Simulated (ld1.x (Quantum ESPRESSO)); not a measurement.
LDA (PZ) ultrasoft dataset for phosphorus, fully relativistic all-electron reference.

Input for ld1.x (Quantum ESPRESSO) 7.5:

```
&input
   title='P', zed=15., rel=2, dft='PZ', iswitch=3,
   config='[Ne] 3s2 3p2.5', rel_dist='average',
   nld=3, rlderiv=1.60, eminld=-3.0, emaxld=5.0, deld=0.02
 /
 &inputp
   pseudotype=3, tm=.true., lloc=-2, rcloc=1.35,
   nlcc=.false.,
   which_augfun='PSQ', rmatch_augfun=1.00,
   file_pseudopw='P.UPF', file_wfcaegen='ae.wfc', file_wfcncgen='nc.wfc', file_beta='beta', file_chi='chi', file_wfcusgen='us.wfc'
 /
4
3S  1  0   2.00   0.00  1.10  1.30  0.0
3S  1  0   0.00   0.05  1.10  1.30  0.0
3P  2  1   2.50   0.00  1.25  1.45  0.0
3P  2  1   0.00   1.30  1.25  1.45  0.0
 &test
   configts(1)='3s2 3p2.5'
 /
```

Command:

```bash
ld1.x < P.in > P.out
```

Resulting log (shortened: banner, matrices, multipoles, cross overlaps and the repeated all-electron block are left out):

```
Program LD1 v.7.5
     --------------------------- All-electron run ----------------------------

     P
     dirac relativistic calculation

     atomic number is 15.00
     dft =PZ   lsd =0 sic =0 latt =0  beta=0.20 tr2=1.0E-14
     Exchange-correlation= PZ
                           (   1   1   0   0   0   0   0)
     mesh =1147 r(mesh) = 101.18493 a.u. xmin = -7.00 dx = 0.01250
     1 Ry =  13.60569312 eV, c = 137.03599908

     n l j   nl                  e(Ry)          e(Ha)          e(eV)
     Spin orbit split results
     1 0 0.5 1S 1( 2.00)      -152.9493       -76.4746     -2080.9809
     2 0 0.5 2S 1( 2.00)       -13.0919        -6.5459      -178.1241
     2 1 0.5 2P 1( 2.00)        -9.5632        -4.7816      -130.1140
     2 1 1.5 2P 1( 4.00)        -9.4959        -4.7479      -129.1979
     3 0 0.5 3S 1( 2.00)        -1.3575        -0.6788       -18.4698
     3 1 0.5 3P 1( 0.83)        -0.7200        -0.3600        -9.7955
     3 1 1.5 3P 1( 1.67)        -0.7154        -0.3577        -9.7342
     Averaged results
     1 0     1S 1( 2.00)      -152.9493       -76.4746     -2080.9809
     2 0     2S 1( 2.00)       -13.0919        -6.5459      -178.1241
     2 1     2P 1( 6.00)        -9.5183        -4.7592      -129.5033
     3 0     3S 1( 2.00)        -1.3575        -0.6788       -18.4698
     3 1     3P 1( 2.50)        -0.7170        -0.3585        -9.7546

     final scf error:  8.1E-15 reached in  17 iterations

     Etot =    -681.294613 Ry,    -340.647307 Ha,   -9269.485436 eV

     Ekin =     683.195852 Ry,     341.597926 Ha,    9295.353105 eV
     Encl =   -1622.633339 Ry,    -811.316669 Ha,  -22077.051256 eV
     Eh   =     301.565467 Ry,     150.782734 Ha,    4103.007207 eV
     Exc  =     -43.422594 Ry,     -21.711297 Ha,    -590.794492 eV

     normalization and overlap integrals

     s(1S/1S) =  1.000000  <r> =   0.1039  <r2> =    0.0145  r(max) =   0.0675
     s(2S/2S) =  1.000000  <r> =   0.5219  <r2> =    0.3250  r(max) =   0.4187
     s(2P/2P) =  1.000000  <r> =   0.4846  <r2> =    0.2952  r(max) =   0.3515
     s(2P/2P) =  1.000000  <r> =   0.4869  <r2> =    0.2978  r(max) =   0.3559
     s(3S/3S) =  1.000000  <r> =   1.8568  <r2> =    4.0034  r(max) =   1.5557
     s(3P/3P) =  1.000000  <r> =   2.2351  <r2> =    5.9360  r(max) =   1.7851
     s(3P/3P) =  1.000000  <r> =   2.2432  <r2> =    5.9785  r(max) =   1.7851

     ------------------------ End of All-electron run ------------------------

     --------------------- Generating US pseudopotential ---------------------

      Generating local potential from pseudized AE potential:
      Matching radius rcloc =   1.3500
      Enforcing V''(0)=0 (lloc=-2)

      Local pseudo, rcloc= 1.339 Estimated cut-off energy=    16.81 Ry

     Fully relativistic calculation: |psi|^2

     Wfc 3S LC norm =  0.99993976 SC norm =  0.00005322 missing  0.00000702

     Wfc 3P LC norm =  0.99995688 SC norm =  0.00004247 missing  0.00000065

     Wfc 3P LC norm =  0.99995714 SC norm =  0.00003133 missing  0.00001153
      Wfc-us  3S rcutus= 1.306  Estimated cut-off energy=    24.42 Ry
      Wfc-us  3S rcutus= 1.306  Estimated cut-off energy=    26.19 Ry
      Wfc-us  3P rcutus= 1.443  Estimated cut-off energy=    34.62 Ry
      Wfc-us  3P rcutus= 1.443  Estimated cut-off energy=    34.60 Ry
      Wfc-us  3P rcutus= 1.443  Estimated cut-off energy=    37.80 Ry
      Wfc-us  3P rcutus= 1.443  Estimated cut-off energy=    37.75 Ry

     Q pseudized with Bessel functions
     Expected ecutrho=     252.5673 due to l1=  1   l2=  1

     ------------------- End of pseudopotential generation -------------------

     Computing logarithmic derivative in   1.60515
     Computing logarithmic derivative in   1.60515
     Computing the partial wave expansion
     R is outside the sphere for l=    0 j= 0.50
     R is outside the sphere for l=    0 j= 0.50
     R is outside the sphere for l=    1 j= 0.50
     R is outside the sphere for l=    1 j= 0.50
     R is outside the sphere for l=    1 j= 1.50
     R is outside the sphere for l=    1 j= 1.50

     ---------------------- Testing the pseudopotential ----------------------

     P
     dirac relativistic calculation

     atomic number is 15.00   valence charge is  5.00
     dft =PZ   lsd =0 sic =0 latt =0  beta=0.20 tr2=1.0E-14
     mesh =1147 r(mesh) = 101.18493 xmin = -7.00 dx = 0.01250

     n l  j  nl             e AE (Ry)       e PS (Ry)    De AE-PS (Ry)
     1 0 0.5 3S   1( 2.00)       -1.35751       -1.35751        0.00001
     2 1 0.5 3P   1( 0.83)       -0.71996       -0.71995       -0.00001
     2 1 1.5 3P   1( 1.67)       -0.71545       -0.71545        0.00001

     eps = 1.4E-15  iter =  3

     Etot =    -681.294613 Ry,    -340.647307 Ha,   -9269.485436 eV
     Etotps =   -12.560786 Ry,      -6.280393 Ha,    -170.898203 eV

     Ekin =       4.425409 Ry,       2.212705 Ha,      60.210758 eV
     Encl =     -25.329933 Ry,     -12.664966 Ha,    -344.631291 eV
     Ehrt =       8.872094 Ry,       4.436047 Ha,     120.710988 eV
     Ecxc =      -2.688337 Ry,      -1.344169 Ha,     -36.576693 eV
     Epseu=       2.159981 Ry,       1.079990 Ha,      29.388035 eV

     ---------------------- End of pseudopotential test ----------------------
```

Generation and configuration tests took about 1.8 s on one core of a shared server CPU.

Transferability test of the new file with ld1.x, input:

```
&input
   title='P', zed=15., rel=2, dft='PZ', iswitch=2,
   config='[Ne] 3s2 3p2.5', rel_dist='average'
 /
 &test
   file_pseudo='P.UPF', nconf=8,
   configts(1)='3s2 3p2.5',
   configts(2)='3s2 3p3',
   configts(3)='3s2 3p2',
   configts(4)='3s2 3p1',
   configts(5)='3s1 3p0',
   configts(6)='3s1 3p3',
   configts(7)='3s1 3p4',
   configts(8)='3s2 3p0'
 /
```

```bash
ld1.x < P.test.in > P.test.out
```

Pseudopotential blocks of its output, shortened (energy terms left out):

```
     ---------------------- Testing the pseudopotential ----------------------

     n l  j  nl             e AE (Ry)       e PS (Ry)    De AE-PS (Ry)
     1 0 0.5 3S   1( 2.00)       -1.35751       -1.35751        0.00001
     2 1 0.5 3P   1( 0.83)       -0.71996       -0.71995       -0.00001
     2 1 1.5 3P   1( 1.67)       -0.71545       -0.71545        0.00001

     eps = 1.4E-15  iter =  3

     Etot =    -681.294613 Ry,    -340.647307 Ha,   -9269.485436 eV
     Etotps =   -12.560786 Ry,      -6.280393 Ha,    -170.898203 eV

     ---------------------- End of pseudopotential test ----------------------

          ---------------------- Testing the pseudopotential ----------------------

     n l  j  nl             e AE (Ry)       e PS (Ry)    De AE-PS (Ry)
     1 0 0.5 3S   1( 2.00)       -1.03048       -1.03057        0.00009
     2 1 0.5 3P   1( 1.00)       -0.41447       -0.41452        0.00005
     2 1 1.5 3P   1( 2.00)       -0.41042       -0.41048        0.00006

     eps = 1.5E-16  iter =  9

     Etot =    -681.575459 Ry,    -340.787729 Ha,   -9273.306530 eV
     Etotps =   -12.841653 Ry,      -6.420827 Ha,    -174.719595 eV
     dEtot_ae =      -0.280845 Ry
     dEtot_ps =      -0.280867 Ry,   Delta E=       0.000022 Ry

     ---------------------- End of pseudopotential test ----------------------

          ---------------------- Testing the pseudopotential ----------------------

     n l  j  nl             e AE (Ry)       e PS (Ry)    De AE-PS (Ry)
     1 0 0.5 3S   1( 2.00)       -1.71431       -1.71401       -0.00029
     2 1 0.5 3P   1( 0.67)       -1.05477       -1.05450       -0.00027
     2 1 1.5 3P   1( 1.33)       -1.04979       -1.04954       -0.00025

     eps = 2.7E-15  iter =  7

     Etot =    -680.853636 Ry,    -340.426818 Ha,   -9263.485637 eV
     Etotps =   -12.119860 Ry,      -6.059930 Ha,    -164.899103 eV
     dEtot_ae =       0.440977 Ry
     dEtot_ps =       0.440926 Ry,   Delta E=       0.000051 Ry

     ---------------------- End of pseudopotential test ----------------------

          ---------------------- Testing the pseudopotential ----------------------

     n l  j  nl             e AE (Ry)       e PS (Ry)    De AE-PS (Ry)
     1 0 0.5 3S   1( 2.00)       -2.50006       -2.49776       -0.00231
     2 1 0.5 3P   1( 0.33)       -1.79697       -1.79487       -0.00210
     2 1 1.5 3P   1( 0.67)       -1.79098       -1.78893       -0.00206

     eps = 7.7E-15  iter = 12

     Etot =    -679.438817 Ry,    -339.719408 Ha,   -9244.236036 eV
     Etotps =   -10.705999 Ry,      -5.352999 Ha,    -145.662534 eV
     dEtot_ae =       1.855797 Ry
     dEtot_ps =       1.854788 Ry,   Delta E=       0.001009 Ry

     ---------------------- End of pseudopotential test ----------------------
```

The test run then stopped with an error in chargeps: “negative rho”.
